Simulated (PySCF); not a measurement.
Gas-phase reaction: GeH4 + Ge3H8 → 4 GeH3

Method: PySCF energies plus ideal-gas RRHO corrections (1 bar). † marks an energy on the PBE0/def2-TZVP geometry and frequencies; other levels use their own. 6-31G* has spherical d functions here. Open shells (unrestricted): GeH3 (multiplicity 2); the rest are closed-shell singlets. B3LYP is the form with VWN-RPA correlation. Ge: all electrons, no relativistic terms. GeH3: computed as isolated molecules; such fragments, hydroxides, amides, oligomers or adducts are transient or little studied in the gas. The harmonic model lacks anharmonicity and excited electronic states, which grow with temperature; levels with a mode under 35 cm⁻¹ are left out. Internal rotation in Ge3H8 is treated as a harmonic vibration of one conformer, which makes the entropy rough.

ΔH° and ΔS° at 298 K: B3LYP/6-31G* 549 kJ, 312 J/K; PBE/def2-TZVP† 572 kJ, 315 J/K; PBE0/def2-QZVP† 569 kJ, 315 J/K; PBE0/def2-SVP† 576 kJ, 315 J/K.

With the heat capacities included, give log10 K (1 bar) at 500, 600, 800, 1000, 1400 K from B3LYP/6-31G*, PBE/def2-TZVP†, PBE0/def2-QZVP†, PBE0/def2-SVP†.


| T (K) | B3LYP/6-31G* | PBE/def2-TZVP† | PBE0/def2-QZVP† | PBE0/def2-SVP† |
|---|---|---|---|---|
| 500 | -41.1 | -43.3 | -43.0 | -43.8 |
| 600 | -31.6 | -33.4 | -33.2 | -33.8 |
| 800 | -19.8 | -21.1 | -21.0 | -21.4 |
| 1000 | -12.8 | -13.8 | -13.7 | -14.1 |
| 1400 | -4.9 | -5.6 | -5.5 | -5.8 |
